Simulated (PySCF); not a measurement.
**Ne⁺ (neon, charge +1): UHF calculation**

Configuration: [He] 2s2 2p5, 2P determinant. All numbers are calculated (PySCF 2.14, no relativity, point nucleus, in aug-cc-pwCVDZ (5s4p2d, 27 functions)).

```
Total energy                                                  : -127.767046 hartree
One-electron energy                                           : -174.9557 hartree
Hartree (Coulomb) energy                                      : 58.8264 hartree
Exchange energy                                               : -11.6378 hartree
Kinetic energy                                                : 127.73173 hartree
⟨S²⟩                                                          : 0.7523
⟨L²⟩                                                          : 2.006
Sum of ⟨r⟩                                                    : 6.457 bohr
Sum of ⟨r²⟩                                                   : 6.895 bohr²
Traceless quadrupole moment −½Σ⟨3z² − r²⟩ along its main axis : 0.439 e·bohr²
Density at the nucleus (Gaussians lack the cusp)              : 596 bohr⁻³
Spin density at the nucleus                                   : -0.0482 bohr⁻³
Langevin diamagnetic susceptibility                           : -5.46 ×10⁻⁶ cm³/mol
```

```json
{"shell": "1s α", "electrons": "1", "mean orbital energy (eV)": "-915.97", "spread (eV)": "0", "rms radius, mean of both spins (bohr)": "0.183"}
{"shell": "1s β", "electrons": "1", "mean orbital energy (eV)": "-914.32", "spread (eV)": "0", "rms radius, mean of both spins (bohr)": "0.183"}
{"shell": "2s α", "electrons": "1", "mean orbital energy (eV)": "-74.673", "spread (eV)": "0", "rms radius, mean of both spins (bohr)": "0.948"}
{"shell": "2s β", "electrons": "1", "mean orbital energy (eV)": "-68.538", "spread (eV)": "0", "rms radius, mean of both spins (bohr)": "0.948"}
{"shell": "2p α", "electrons": "3", "mean orbital energy (eV)": "-44.977", "spread (eV)": "3.613", "rms radius, mean of both spins (bohr)": "1.00"}
{"shell": "2p β", "electrons": "2", "mean orbital energy (eV)": "-42.110", "spread (eV)": "0", "rms radius, mean of both spins (bohr)": "1.00"}
```

Spin-orbit constants ζ (cm⁻¹) from the X2C one-electron operator on these orbitals (non-relativistic here): bare nucleus, nucleus screened by l(l+1)(2l+1)/3 electrons, and screened by the Breit-Pauli mean field of the electrons.

| shell | bare | screened nucleus | mean field |
| --- | --- | --- | --- |
| 2p | 712.7 | 570.1 | 500.9 |

To first order the Landé constant is A = -500.9 cm⁻¹, so the lowest level has J = 3/2 and lies 0.0311 eV below the centre of the term.
